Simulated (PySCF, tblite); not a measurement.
Calculations on `[CH]1C[C@@H]2[C@H]1[C@@H]2C1CC1` [radical], in the order of a workflow; each names the level of the geometry that it ran on. Settings lines and outputs come from a driver script.

Compound: C₈H₁₁ (doublet state).
SMILES with atom numbers: `[CH:1]1[CH2:2][C@@H:3]2[C@H:4]1[C@@H:5]2[CH:6]1[CH2:7][CH2:8]1` (hydrogens: H9 on C1; H10, H11 on C2; H12 on C3; H13 on C4; H14 on C5; H15 on C6; H16, H17 on C7; H18, H19 on C8)

Step 1: GFN2-xTB geometry optimisation, gas phase (tblite 0.8.0) (from a force-field or distance-geometry start)
```json
{"job": {"kind": "relax", "xc": "GFN2-xTB", "basis": "xTB"}, "charge": 0, "multiplicity": 2}
```
```
step      E/eV     max force
  0    -613.78031    2.692
  1    -613.99042    1.607
  2    -614.10515    1.029
...
109    -614.65565    0.019
110    -614.65570    0.019
111    -614.65574    0.017
112    -614.65577    0.012
113    -614.65579    0.008
```

Energy lowered by 20.2 kcal/mol over 113 steps; largest atomic force 0.008 eV/Å at the end. «max force» is the largest atomic force in eV/Å.

Time: 1.7 s. Hardware: one thread of an Intel Xeon at 2.50 GHz, no GPU (shared host).

Step 2: GFN2-xTB harmonic vibrations, gas phase (tblite 0.8.0) (on the GFN2-xTB geometry)
```json
{"job": {"kind": "ir", "xc": "GFN2-xTB", "basis": "xTB"}, "charge": 0, "multiplicity": 2}
```
```
(table of modes left out)
```

51 modes from 37 to 3166 cm⁻¹ (unscaled, harmonic); zero-point energy 101.5 kcal/mol; all wavenumbers are real at this level.

Hardware: one thread, Intel Xeon at 2.50 GHz (x86_64), no GPU, shared host. Cost: 1.6 s.

Step 3: UKS B3LYP, pcH-1 on C H, non-relativistic, mean-field spin-orbit, GIAO (PySCF 2.14.0) (on the GFN2-xTB geometry)
```json
{"job": {"kind": "epr", "basis": "pcH-1"}, "charge": 0, "multiplicity": 2}
```
```
...
E = -311.33482813 Eh   <S^2> = 0.7545 (exact 0.7500)
g shifts (ppm)      1          2          3
  rmc          -148       -148       -148
  gc              4         27         14
  oz_so          41        705        801
  total        -103        583        668
hyperfine (MHz)  atom isotope    a_iso     a_fc   dipolar eigenvalues
    0   13C      99.00      99.00    -76.52    -75.54    152.06
    1   13C     -25.72     -25.72     -2.95     -0.31      3.26
    2   13C      21.46      21.46     -7.75     -6.01     13.77
    3   13C     -35.38     -35.38     -2.43     -0.69      3.12
    4   13C      46.11      46.11     -9.37     -8.11     17.48
    5   13C      -2.05      -2.05     -2.09     -0.03      2.12
    6   13C       0.38       0.38     -0.40     -0.30      0.70
    7   13C      -0.22      -0.22     -0.46     -0.35      0.80
    8    1H     -60.29     -60.29    -37.04      0.33     36.70
    9    1H      49.94      49.94     -4.51     -3.81      8.31
   10    1H      79.55      79.55     -4.99     -2.85      7.85
   11    1H       7.32       7.32     -4.57     -1.71      6.27
   12    1H      22.24      22.24     -4.05     -2.13      6.18
   13    1H      -0.76      -0.76     -4.71     -2.40      7.11
   14    1H      -1.88      -1.88     -6.59     -3.66     10.25
...
```

⟨S²⟩ 0.755; g_iso 2.0027. rmc, gc and oz_so are the mass-correction, gauge-correction and orbital-Zeeman/spin–orbit parts of the g shift along its three principal axes; a_iso is the isotropic hyperfine coupling and a_fc its Fermi-contact part. The log counts atoms from 0, this text from 1.

Hardware: one thread of an Intel Xeon at 2.50 GHz (shared host). Cost: 3.1 min of wall time (with the writing of density and orbital grids), 0.97 GiB resident at most.

Geometry of the electronic-property runs (GFN2-xTB):
```
atom  x, y, z in Å
C1    -0.7299   -0.3745   -2.6266
C2    -1.2160    0.8975   -1.9977
C3     0.2490    1.2491   -1.7288
C4     0.6733   -0.0633   -2.3957
C5     0.9171    0.1987   -0.9066
C6     0.2263   -0.5908    0.1542
C7     0.2547   -0.0935    1.5719
C8     1.0412   -1.3090    1.1881
H9    -1.1963   -1.0185   -3.3424
H10   -1.8591    0.8248   -1.1181
H11   -1.6905    1.5747   -2.7133
H12    0.6693    2.2316   -1.8697
H13    1.5029   -0.3051   -3.0433
H14    1.9529    0.4232   -0.6711
H15   -0.6775   -1.0825   -0.1815
H16    0.7972    0.8173    1.7757
H17   -0.6279   -0.2180    2.1805
H18    0.7021   -2.2742    1.5320
H19    2.1164   -1.2223    1.1403
```

 (This holds for the electronic-property runs.)

One conformer stands for the species.
